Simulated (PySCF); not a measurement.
Job file and geometry (Å, from GFN2-xTB) of an NMR shielding run on `CC(C)C[Si@@H](Cl)CC#N`, C6H12ClNSi, GIAO PBE0/pcSseg-1 NMR shielding, non-relativistic, gas phase (PySCF); density fitting, a coarse starting grid and PySCF grid level 2 are the driver's defaults:

```
$ OMP_NUM_THREADS=1 python probes_run.py task.json out

{"job": {"kind": "nmr", "xc": "PBE0", "basis": "pcSseg-1"}, "charge": 0, "multiplicity": 1}
C     -1.702108     0.834245     1.107953
C     -1.426669    -0.313118     0.141750
C     -2.515533    -0.369386    -0.928546
C     -0.051491    -0.164435    -0.520943
Si     1.439190    -0.187527     0.658528
Cl     1.359913    -1.808599     1.872916
C      3.045843    -0.367240    -0.385446
C      3.172602     0.713580    -1.310262
N      3.245605     1.588027    -2.044559
H     -1.006784     0.814105     1.943576
H     -1.601196     1.790026     0.598282
H     -2.712374     0.761562     1.504141
H     -1.444043    -1.254226     0.702422
H     -3.491866    -0.514107    -0.471763
H     -2.337855    -1.191443    -1.618350
H     -2.536608     0.558496    -1.496817
H      0.062418    -0.971172    -1.251774
H     -0.038277     0.765051    -1.094521
H      1.569378     1.010493     1.488836
H      3.041066    -1.304382    -0.945537
H      3.919868    -0.373006     0.267307
```

Task: Write the output of this run.

Result: 
```
coarse grid: 18272 points
cycle   1  E = -1039.5244907324  dE =  8.772e-01  |g| = 6.077e-01  |ddm| = 4.050e+00
cycle   2  E = -1039.3716380386  dE =  1.529e-01  |g| = 1.032e+00  |ddm| = 1.471e+00
cycle   3  E = -1039.6094083374  dE = -2.378e-01  |g| = 2.334e-01  |ddm| = 9.612e-01
cycle   4  E = -1039.6212597759  dE = -1.185e-02  |g| = 4.213e-02  |ddm| = 1.790e-01
cycle   5  E = -1039.6216219620  dE = -3.622e-04  |g| = 1.327e-02  |ddm| = 4.786e-02
cycle   6  E = -1039.6216646737  dE = -4.271e-05  |g| = 2.668e-03  |ddm| = 1.477e-02
cycle   7  E = -1039.6216662229  dE = -1.549e-06  |g| = 7.806e-04  |ddm| = 2.879e-03
final grid: 166376 points
cycle   8  E = -1039.6739730483  dE = -5.786e-05  |g| = 9.255e-03  |ddm| = 3.346e-02
cycle   9  E = -1039.6739667410  dE =  6.307e-06  |g| = 1.035e-02  |ddm| = 1.678e-02
cycle  10  E = -1039.6739942287  dE = -2.749e-05  |g| = 8.730e-04  |ddm| = 9.367e-03
cycle  11  E = -1039.6739943721  dE = -1.434e-07  |g| = 3.181e-04  |ddm| = 1.101e-03
cycle  12  E = -1039.6739943889  dE = -1.675e-08  |g| = 1.645e-04  |ddm| = 3.045e-04
cycle  13  E = -1039.6739943941  dE = -5.266e-09  |g| = 5.252e-05  |ddm| = 1.356e-04
cycle  14  E = -1039.6739943947  dE = -6.030e-10  |g| = 7.650e-06  |ddm| = 4.266e-05
converged SCF energy = -1039.6739943947

GIAO shielding tensors (ppm)
atom      isotropic    diamagn.    paramagn.     s11        s22        s33       span
  0 C      161.847     250.316     -88.469    149.202    151.830    184.510     35.308
  1 C      159.717     246.616     -86.900    154.755    160.905    163.490      8.736
  2 C      157.737     247.592     -89.855    136.791    149.033    187.387     50.596
  3 C      156.596     258.893    -102.298    142.011    150.044    177.732     35.720
  4 Si     344.313     881.030    -536.717    301.469    357.589    373.881     72.412
  5 Cl     981.637    1150.097    -168.460    956.759    987.704   1000.449     43.690
  6 C      181.329     256.020     -74.692    165.931    179.936    198.119     32.189
  7 C       66.739     261.170    -194.431    -48.243    -43.925    292.386    340.629
  8 N      -30.444     340.201    -370.646   -204.144   -191.945    304.756    508.900
  9 H       30.455      32.302      -1.847     25.084     30.570     35.711     10.627
 10 H       31.063      32.584      -1.522     27.988     29.023     36.177      8.189
 11 H       30.567      30.874      -0.307     26.143     27.830     37.727     11.584
 12 H       29.798      33.839      -4.041     25.166     30.059     34.169      9.002
 13 H       30.423      29.796       0.627     25.852     27.637     37.782     11.931
 14 H       30.564      30.795      -0.231     25.984     28.493     37.216     11.232
 15 H       30.815      31.132      -0.316     27.599     28.856     35.991      8.393
 16 H       30.642      36.105      -5.463     25.579     30.843     35.505      9.927
 17 H       30.685      36.950      -6.265     26.095     31.271     34.689      8.594
 18 H       26.330      30.710      -4.380     23.695     24.405     30.890      7.195
 19 H       29.989      29.696       0.293     25.698     29.113     35.156      9.458
 20 H       29.785      25.757       4.027     24.184     28.961     36.210     12.027
```

Task: Turn these shieldings into chemical shifts. References, each an isolated molecule treated in the same way: ¹³C (σ = 186.93 ppm), ²⁹Si (σ = 349.16 ppm), ¹H (σ = 31.72 ppm) vs TMS; ³⁵Cl (σ = 949.78 ppm) against HCl; NH3 for ¹⁵N (σ = 267.73 ppm).

Result: Averaging equivalent atoms: C 7: 120.2; C 3: 30.3; C 2: 29.2; C 1: 27.2; C 0: 25.1; C 6: 5.6; Si 4: 4.8; Cl 5: -32; N 8: 298.2; H 18: 5.39; H 20: 1.93; H 12: 1.92; H 19: 1.73; H 13/14/15: 1.12; H 16: 1.07; H 17: 1.03; H 9/10/11: 1.02 ppm. Experimental scales use liquid or dissolved standards, which lie at an offset from isolated NH3 (liquid NH3: subtract about 20 ppm). Unscaled 15N shifts of sp2 nitrogen come out 20 to 40 ppm too high even then.

Size and cost of the density-fitted run: 227 basis functions, 58 s wall time on 1 thread of an Arm Neoverse V1, shared host; peak memory 1.1 GiB.
